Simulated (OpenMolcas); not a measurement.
A run on Fe3+ with its 6 nearest chloride ions at 2.644 Å, on the Y site of Cs2NaYCl6 (a = 10.7396 Å, distance in the model lattice 2.619 Å). The rest of the host is ab initio model potentials to 7.6 Å, with orthogonalisation functions on the cations behind the ligands, and point charges beyond; the distance is set by hand and nothing relaxes. Ligand basis ANO-RCC-VDZP.

* Program: OpenMolcas
* Method: SS-CASPT2, IPEA 0.25 Eh, imaginary shift 0.1 Eh (closed shells correlated: 3s 3p and the ligand valence shells)
* Basis: ANO-RCC-VDZP [5s4p2d1f]
* Scalar Hamiltonian: DKH2, point nucleus
* Active space: 5 electrons in 5 orbitals (3d)
* State averaging: 2S+1 = 6 even, 1 root; 2S+1 = 4 even, 24 roots; 2S+1 = 2 even, 75 roots
* Spin-orbit coupling: RASSI with atomic mean-field integrals over the reference wave functions

First CASPT2 step and the start of its output:

```
&CASPT2
Multistate=1 1
Frozen=17 18
IPEA=0.25
Imaginary=0.1
MaxIter=60
WThr=0.0 0.3 0.05
PrWF=0.5
NoMix
```

```
--- CASPT2 ---
Orbital specifications:
      -----------------------

      Symmetry species                           1   2
                                                ag  au
      Frozen orbitals                           17  18
      Inactive orbitals                         13  15
      Active orbitals                            5   0
      Secondary orbitals                        46  52
      Deleted orbitals                           0   0
      Number of basis functions                 81  85
Type of calculation                        SS-CASPT2
      Fock operator                              state-specific
      IPEA shift                                 0.25
      Real shift                                 0.00
      Imaginary shift                            0.10
      The input orbitals will be transformed to quasi-canonical
Reference energy:       -4037.9135685565
      E2 (Non-variational):      -1.2803765093
      Shift correction:          -0.0036070268
      E2 (Variational):          -1.2839835361
      Total energy:           -4039.1975520925
      Residual norm:              0.0000003899
      Reference weight:           0.66523
      Contributions to the CASPT2 correlation energy
      Active & Virtual Only:         -0.0588116264
      One Inactive Excited:          -0.1961272775
      Two Inactive Excited:          -1.0254376054
::    CASPT2 Root  1     Total energy:  -4039.19755209
--- CASPT2 ---
Orbital specifications:
      -----------------------

      Symmetry species                           1   2
                                                ag  au
      Frozen orbitals                           17  18
      Inactive orbitals                         13  15
      Active orbitals                            5   0
...
```

Over all roots the printed reference weights run from 0.29 to 0.67, and roots that are degenerate in the reference spread by up to 30000 cm-1.

**Question.** Did the run give usable levels, and if not, why?

**Answer.** No. The equations converged, but the reference weight falls to 0.29 for at least one root against 0.67 for the best. A drop of that size marks an intruder state, so the energies of such roots and the levels built on them can't be trusted.
